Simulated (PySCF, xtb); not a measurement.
Se(SiH3)2 (H₆SeSi₂), SMILES [SiH3][Se][SiH3].

The structure is a stationary point at PBE0-D3(BJ)/def2-SVP.

Method: C-PCM-ωB97X/def2-SVP in PySCF 2.14.0.

The values are the electrostatic part of the solvation free energy, E(continuum) − E(gas) at the gas-phase geometry, in a cavity of scaled van der Waals radii (PySCF's table); cavitation and dispersion terms are not included. In vacuum the orbital gap is 11.24 eV. The dipole moment in vacuum is 1.03 D.

| solvent | ε | ΔG(elec) (kcal/mol) | dipole (D) | gap (eV) |
|---|---|---|---|---|
| water | 78.36 | -1.1 | 1.46 | 11.40 |
| toluene | 2.37 | -0.6 | 1.25 | 11.33 |
| chlorobenzene | 5.70 | -0.9 | 1.37 | 11.37 |

For comparison, GFN2-xTB/ALPB(water) (xtb, at the GFN2-xTB geometry, all terms of that model) gives -2.4 kcal/mol.
